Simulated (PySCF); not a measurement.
Input for PySCF: U-HF/LANL2DZ on Ge2H6 (SMILES [GeH3][GeH3]), a point of a bond scan (R = 3.288 Å).

```python
from pyscf import gto, scf, dft, mp
from pyscf.data.elements import chemcore

mol = gto.M(
    atom='''
    Ge   -1.21412012    0.09497213   -0.01554390
    Ge    2.06400420   -0.16145262    0.02642463
    H    -1.81564152   -0.88366826   -1.03991537
    H    -1.63545207    1.52474348   -0.39912600
    H    -1.79543962   -0.23067558    1.37187209
    H     2.48533615   -1.59122397    0.41000673
    H     2.66552560    0.81718777    1.05079610
    H     2.64532370    0.16419509   -1.36099136
    ''',
    basis='lanl2dz',
    ecp={'Ge': 'lanl2dz'},
    charge=0, spin=0, verbose=3, max_memory=1800)
mf = scf.UHF(mol)
mf.conv_tol = 1e-8
mf.max_cycle = 100
mf.init_guess_breaksym = True
mf.kernel()
if not mf.converged:
    mf = mf.newton().run(mf.mo_coeff, mf.mo_occ)
for _ in range(4):
    mo, _, stable, _ = mf.stability(return_status=True)
    if stable:
        break
    mf.kernel(mf.make_rdm1(mo, mf.mo_occ))
```

The log:

```
converged SCF energy = -10.6615850149501  <S^2> = 8.5202956e-12  2S+1 = 1
<class 'pyscf.scf.uhf.UHF'> wavefunction has an internal instability
converged SCF energy = -10.6636887186073  <S^2> = 0.28749411  2S+1 = 1.4662798
<class 'pyscf.scf.uhf.UHF'> wavefunction is stable in the internal stability analysis
```

The calculation finished and met its thresholds. Its determinant has ⟨S²⟩ = 0.29, a mixture of spin states.

Cost: roughly 0.8 core-seconds.
